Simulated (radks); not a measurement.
In40+, configuration [He] 2s2 2p5 (the NIST ground configuration). All-electron calculation, scalar-relativistic Kohn-Sham, PBE, spin-polarised, spherical densities, finite nucleus; open shells are filled with parallel spins first (spin-orbit coupling, left out, can overturn this in heavy ions); Fermi nuclear charge, rms radius 4.6156 fm. Program: a radial shooting solver on a logarithmic mesh with Libxc functionals.

Local quantities along the radius. ELF = 1/(1 + alpha^2) is the electron localisation function; alpha = (tau - tau_W)/tau_unif compares the Pauli kinetic energy density with that of the uniform gas (summed over spins). tau is taken from the large components.

r (bohr)    ELF    alpha
0.001362  1.000  0.01691
0.00165   1.000  0.01711
0.001999  1.000  0.01753
0.002422  1.000  0.01824
0.002935  1.000  0.01930
0.003556  1.000  0.02082
0.004309  0.999  0.02295
0.005179  0.999  0.02583
0.006275  0.999  0.03007
0.007604  0.999  0.03626
0.009213  0.998  0.04558
0.01116   0.996  0.06015
0.01353   0.993  0.08403
0.01639   0.985   0.1253
0.01986   0.961   0.2006
0.02406   0.894   0.3436
0.02916   0.726   0.6138
0.03533   0.471    1.060
0.0428    0.300    1.529
0.05186   0.289    1.568
0.06284   0.433    1.143
0.07614   0.655   0.7257
0.09226   0.803   0.4950
0.1109    0.861   0.4010
0.1344    0.870   0.3860
0.1628    0.832   0.4493
0.1973    0.708   0.6418
0.239     0.428    1.157
0.2896    0.118    2.740
0.3509    0.012    8.986
0.4252    0.001    43.49

On this mesh the ELF has minima near r = 0.047 bohr, which separate the shells, and maxima near 0.12 (0.87).

Self-consistent cycle (total energy in hartree, residual of the potential): 1: -4279.506878, 6e+01; 2: -4283.261177, 4e+01; 3: -4286.376121, 3e-01; 4: -4286.388797, 1e-01; 5: -4286.387272, 2e-03; 6: -4286.387293, 2e-04; 7: -4286.387294, 3e-05; 8: -4286.387295, 3e-06; 9: -4286.387295, 2e-06; 10: -4286.387295, 6e-07; 11: -4286.387295, 6e-07; 12: -4286.387295, 2e-08; 13: -4286.387295, 8e-09.
